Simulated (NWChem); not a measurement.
SiH2ICl; SMILES Cl[SiH2]I

def2 effective core potentials on I; no spin-orbit coupling.

Give the equilibrium geometry at PBE0/def2-SVP with def2 effective core potentials on I (NWChem) as a list of bonds and angles, with the point group.

point group Cs; any orientation.
Bonds (Å): Si1–Cl2 2.060, Si1–I3 2.439, Si1–H4 1.485, Si1–H5 1.485. Bond angles (°): Cl2–Si1–I3 110.9, Cl2–Si1–H4 108.7, Cl2–Si1–H5 108.7, I3–Si1–H4 108.2, I3–Si1–H5 108.2, H4–Si1–H5 112.2.
